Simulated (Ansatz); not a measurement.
`Cl[Si](Cl)(Cl)[TeH]` + `O=CO` → `O=C(O)[TeH]` + trichlorosilane at 500 K and 1 bar (formal exchange of groups at a Te–Si bond).

Gas-phase electronic energies from Ansatz, PBE0-D4/def2-TZVP geometries. CCSD(T)/CBS is the MP2 limit (def2-TZVPP, def2-QZVPP) plus CCSD(T) − MP2 in def2-TZVPP, frozen cores. This one scheme is used for every species. def2 core potentials past Kr. For Te outer-core shells are correlated without core-valence functions, which leaves a few kJ/mol of doubt a bond. Each species was taken in one conformer, which may not be the lowest.

```json
{"species": "`Cl[Si](Cl)(Cl)[TeH]`", "CCSD(T)/CBS energy (Eh)": "-1936.91665", "H − E (kJ/mol)": "79.6", "S (J/(mol·K))": "449.0"}
{"species": "`O=CO`", "CCSD(T)/CBS energy (Eh)": "-189.60296", "H − E (kJ/mol)": "110.7", "S (J/(mol·K))": "274.8"}
{"species": "`O=C(O)[TeH]`", "CCSD(T)/CBS energy (Eh)": "-457.32249", "H − E (kJ/mol)": "112.7", "S (J/(mol·K))": "353.6"}
{"species": "`Cl[SiH](Cl)Cl`", "CCSD(T)/CBS energy (Eh)": "-1669.16736", "H − E (kJ/mol)": "70.1", "S (J/(mol·K))": "357.1"}
```

H − E and S are ideal-gas, rigid-rotor, harmonic terms from PBE0-D4/def2-TZVP, for one conformer and one mirror image of each species. 1 Eh = 2625.50 kJ/mol, R = 8.31446 J/(mol·K).

**Question.** By hand: ΔE, ΔH, ΔS and ΔG.

**Answer.** ΔE = (-457.32249) + (-1669.16736) − (-1936.91665) − (-189.60296) = 0.02976 Eh = 78.1 kJ/mol. Δ(H − E) = 112.7 + 70.1 − 79.6 − 110.7 = -7.5, so ΔH = 70.6 kJ/mol. ΔS = 353.6 + 357.1 − 449.0 − 274.8 = -13.1 J/(mol·K). ΔG = 70.6 − 500 × (-13.1)/1000 = 77.1 kJ/mol.

**Question.** By hand: the equilibrium constant, and the temperature at which ΔG would vanish if ΔH and ΔS stayed fixed.

**Answer.** log₁₀ K = −ΔG/(RT ln 10) = -8.1. ΔH and −TΔS have one sign here, so there is no such temperature.

The number of gas molecules stays the same, so ΔS is small and ΔH decides. A doubt of 5 kJ/mol in ΔE shifts log₁₀ K by 0.5 here. Other conformers and mirror images would add mixing entropy, several J/(mol·K) or more a flexible species. These are equilibria of isolated gas molecules and say nothing of rates. Largest T1 diagnostic: 0.016 (customary marks: 0.02 for closed shells, 0.045 for open ones).
